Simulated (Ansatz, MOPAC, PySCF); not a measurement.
Potential energy curve for HCl (cation, charge +1), doublet.

- UKS-B3LYP/3-21G = unrestricted B3LYP/3-21G in PySCF
- ROCCSD(T) = CCSD(T) on ROHF/aug-cc-pVDZ, frozen core (Ansatz, a first-principles code)
- AM1, unrestricted, heats of formation (MOPAC)

Energies are in mEh, each relative to the lowest point of its own curve between 1.11 and 1.67 Å, where full CI is lowest.

| R / Å | UKS-B3LYP/3-21G | ROCCSD(T) | AM1 |
|---|---|---|---|
| 0.95 | 156.5 | 153.7 | 106.7 |
| 1.04 | 76.0 | 73.1 | 53.8 |
| 1.11 | 39.2 | 36.2 | 28.4 |
| 1.15 | 25.2 | 22.3 | 18.5 |
| 1.20 | 13.1 | 10.6 | 9.6 |
| 1.27 | 3.6 | 2.0 | 2.5 |
| 1.30 | 1.5 | [?] | 1.0 |
| 1.34 | [?] | 0.0 | 0.0 |
| 1.37 | 0.0 | 0.6 | 0.0 |
| 1.43 | 1.4 | [?] | 1.5 |
| 1.49 | 4.5 | 8.8 | 4.8 |
| 1.57 | 10.3 | [?] | 11.3 |
| 1.67 | 19.0 | 30.0 | 22.0 |
| 1.80 | [?] | 47.2 | 38.5 |
| 1.93 | 43.9 | [?] | 56.0 |
| 2.14 | 62.0 | 87.9 | 81.8 |
| 2.34 | 75.4 | 106.9 | 100.6 |
| 2.61 | 87.8 | 126.8 | 117.5 |
| 2.93 | 96.9 | 143.0 | 128.8 |
| 3.33 | 102.7 | 154.9 | 135.0 |
| 3.89 | 105.0 | — | 137.4 |
| 4.54 | 104.0 | — | 138.1 |

**Question.** Complete the blanks.

**Answer.** 
- 1.30, ROCCSD(T): 0.5
- 1.34, UKS-B3LYP/3-21G: 0.1
- 1.43, ROCCSD(T): 3.7
- 1.57, ROCCSD(T): 17.5
- 1.80, UKS-B3LYP/3-21G: 31.4
- 1.93, ROCCSD(T): 63.9

Dashes: no converged value, or the column stops at the first point that the program doubted or that broke a chosen test of continuity, which isn't proof of a fault.

The unrestricted determinant behind UKS-B3LYP/3-21G is spin-contaminated at 2.14 to 4.54 Å (<S²> up to 1.3, against 0.75 for a pure doublet). The T1 diagnostic of CCSD on the restricted reference of ROCCSD(T) exceeds 0.045 at 2.34 to 4.54 Å.
